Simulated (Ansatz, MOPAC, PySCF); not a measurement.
Complex: NH3 (SMILES N) (first 4 atoms) with C2H3F (SMILES C=CF); geometry from B3LYP-D3(BJ)/def2-TZVP.
(charge 0, multiplicity 1):
```xyz
10

N     -0.0276    -0.0953     0.6433
H      0.6550     0.2467     1.3112
H      0.4178    -0.8251     0.0988
H     -0.2428     0.6662     0.0100
C     -1.0066    -0.3579     3.9090
C      0.0952     0.1589     4.4106
F      1.1178     0.5755     3.6210
H     -1.1426    -0.4724     2.8404
H     -1.7872    -0.6722     4.5866
H      0.3229     0.3131     5.4569
```

Counterpoise-corrected where a basis set is named; no monomer relaxation.

Cores are frozen in the correlated methods. The state that AM1, PM6 reach isn't checked.

Codes used: Ansatz (a quantum-chemistry and plane-wave program); MOPAC for AM1, PM6 (differences of heats of formation); PySCF for M06-2X, the dispersion terms. Values without a source in brackets are computed.

```json
[
 {"level": "AM1", "interaction energy (kcal/mol)": "-1.36"},
 {"level": "PM6", "interaction energy (kcal/mol)": "-0.79"},
 {"level": "HF/aug-cc-pVDZ", "interaction energy (kcal/mol)": "-1.05"},
 {"level": "PBE0-D4/def2-TZVPPD", "interaction energy (kcal/mol)": "-2.90"},
 {"level": "BHLYP/def2-TZVPPD", "interaction energy (kcal/mol)": "-2.12"},
 {"level": "BHLYP-D4/def2-TZVPPD", "interaction energy (kcal/mol)": "-3.06"},
 {"level": "M06-2X/def2-TZVPPD", "interaction energy (kcal/mol)": "-2.68"},
 {"level": "CAM-B3LYP-D4/def2-TZVPPD", "interaction energy (kcal/mol)": "-3.03"},
 {"level": "SCS-MP2/aug-cc-pVDZ", "interaction energy (kcal/mol)": "___"}
]
```

**Question.** Fill in the missing entries.

**Answer.** 
- SCS-MP2/aug-cc-pVDZ, interaction energy (kcal/mol): -1.86
